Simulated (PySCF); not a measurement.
# Correlation energy of Hf (hafnium, neutral)

[Xe] 4f14 5d2 6s1 7s1, high-spin 5F determinant (an excited configuration). All numbers are calculated (PySCF 2.14, a scalar-relativistic core potential, in aug-cc-pVDZ-PP with ECP60MDF (5s5p4d2f, 54 functions)). Frozen: 5s2 5p6; 4 electrons correlated.

| level | correlation energy (mhartree) |
| --- | --- |
| CCSD | -17.99 |
| (T) | -0.28 |
| CCSD(T) | -18.27 |

Diagnostics: T1 = 0.0073, D1 = 0.0157, largest double amplitude 0.051.

Q: Is a single reference adequate?

A: Yes, within this model without spin-orbit coupling: T1 lies below 0.03 and no double amplitude reaches 0.07.
